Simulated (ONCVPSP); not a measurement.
## Ir (Z = 77): one change to an ONCV potential, before and after

iridium, optimised norm-conserving Vanderbilt (ONCV), made with ONCVPSP 4.0.1 (PBEsol, scalar-relativistic). Core [Kr] 4d10 4f14, reference 5s2 5p6 5d7 6s1.5 (charge +0.5). Waves: 5s+6s: rc 1.75 bohr, ncon 4, nbas 9, qcut 8.4 1/bohr, 3 projectors, debl 3.1 Ha; 5p: rc 1.45 bohr, ncon 4, nbas 7, qcut 10.1 1/bohr, 3 projectors, debl 0.5 Ha; 5d: rc 2.25 bohr, ncon 4, nbas 9, qcut 5.4 1/bohr, 2 projectors, debl 0.8 Ha. Local part: polynomial inside 1.25 bohr (lpopt 5, dvloc0 0 Ha). Core correction: none.

In the p channel the program set the typed energies aside and used -2.159, 0.250, 0.750 Ha.

All-electron outer shells of the reference configuration (PBEsol, scalar-relativistic, ld1.x):

```csv
shell,level (eV),outermost node (bohr),outermost maximum (bohr)
5s,-102.06,0.50,0.89
4f,-66.25,–,0.39
5p,-58.76,0.54,1.01
5d,-11.14,0.59,1.29
6s,-9.90,1.17,2.35
```

Change: s: qcut 10.

Cutoffs: the cutoffs (Ha) at which the residual kinetic energy of the hardest occupied pseudo-wave falls to 1 and 0.1 mHa per electron; they do not see the model core or the augmentation charge, which bear on the density cutoff. Errors are all-electron minus pseudo energies relative to the spin-unpolarised reference configuration.

Question: Predict the effect on cutoff, ghosts and configuration errors.

Answer: The potential gets neither clearly harder nor softer (34 Ha and 40 Ha → 34 Ha and 40 Ha); the p channel sets the loose cutoff, while the largest relative change is in s, which becomes harder; of the 4 tests that both files solve, the error grows in 0 and shrinks in 2 by more than 15 % and 0.3 meV (median size 4.3 → 3.6 meV); neither file shows a bound ghost.

```tsv
quantity	base	changed
cutoff, loose	34 Ha	34 Ha
cutoff, tight	40 Ha	40 Ha
loose cutoff by channel	s 22 Ha, p 34 Ha, d 13 Ha	s 27 Ha, p 34 Ha, d 13 Ha
bound ghosts	none	none
GHOST(+) flags under 300 eV	none	none
error for 5s2 5p6 5d7 6s2, meV [ΔE -4.06 eV]	+1.7	+1.8
error for 5s2 5p6 5d7 6s1, meV [ΔE 5.87 eV]	-1.8	-1.7
error for 5s2 5p6 5d7 6s0, meV [ΔE 23.37 eV]	-6.9	-5.5
error for 5s1 5p6 5d7 6s2, meV [ΔE 100.83 eV]	-495	-389
s: phases at 1.78 bohr within 0.05 rad from the reference energy up to (Ha; the scan ends near 5)	to the end of the scan	to the end of the scan
p: phases at 1.47 bohr within 0.05 rad from the reference energy up to (Ha; the scan ends near 5)	to the end of the scan	to the end of the scan
d: phases at 2.29 bohr within 0.05 rad from the reference energy up to (Ha; the scan ends near 5)	to the end of the scan	to the end of the scan
```
